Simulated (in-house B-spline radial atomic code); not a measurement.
A fraction x of an electron is moved 3d → 4p in Br⁵⁺, starting from [Ar] 3d10 4s2 and keeping the highest spin. Level of theory: non-relativistic RPBE, spin-polarised, spherical fractional occupations, point nucleus; calculated with a B-spline radial code for spherical atoms.

| x | E(x) - E(0) (eV) | 3d down level (eV) | 4p up level (eV) |
| --- | --- | --- | --- |
| 0 | 0.0000 | -138.487 | - |
| 0.125 | 9.2679 | -140.169 | -65.497 |
| 0.25 | ? | ? | ? |
| 0.375 | 28.2032 | -143.542 | -66.724 |
| 0.5 | ? | ? | ? |
| 0.625 | 47.6812 | -146.927 | -67.913 |
| 0.75 | 57.6276 | -148.623 | -68.492 |
| 0.875 | 67.7144 | -150.322 | -69.063 |
| 1 | 77.9428 | -152.024 | -69.626 |

**Question.** What belongs in the row x = 0.25?

**Answer.** An energy change of 18.6685 eV; 3d down at -141.854 eV, 4p up at -66.115 eV.

**Question.** What belongs in the row x = 0.5?

**Answer.** An energy change of 37.8736 eV; 3d down at -145.233 eV, 4p up at -67.323 eV.

**Question.** Check Janak's theorem between x = 0.625 and 0.75.

**Answer.** The slope of the energy is 79.57 eV; the orbital levels give 79.57 eV (ε of the receiving orbital less ε of the emptying one, averaged over the two points).
